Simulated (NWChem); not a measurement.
## Correlation energy of BF (+1)

```xyz
2

B      0.0000     0.0000     0.7809
F      0.0000     0.0000    -0.4338
```
Charge +1, spin multiplicity 2.

All runs are NWChem calculations. The geometry was optimised at UPBE0/def2-SVP, a minimum by its harmonic frequencies.

Basis set: cc-pVTZ. Each correlation energy counts from its own Hartree-Fock reference.

```
method           correlation energy (mHa)
---------------  ------------------------
CCSD[T] on ROHF                    -303.5
CCSD on UHF                        -291.3
CCSD(T) on UHF                     -301.4
SCS-UMP2                           -281.1
CCSD on ROHF                       -292.1
UMP2                               -290.3
URI-MP2                            -290.3
CCSD[T] on UHF                     -302.6
CCSD(T) on ROHF                    -302.2
```

The values span 22.4 mHa, from CCSD[T] on ROHF (lowest) to SCS-UMP2 (highest). 

The correlated methods keep 2 core orbitals frozen. This spin state was chosen for the runs; another may lie lower. The structure started from a generated list of species. The unpaired electrons of the parent sit in orbitals of symmetry a1 (C2v labels of the run); other states weren't searched. The stability of the SCF solutions was not checked. Open-shell Hartree-Fock references start from PBE0 orbitals. Coupled-cluster values serve here as a point of comparison, not as the truth.
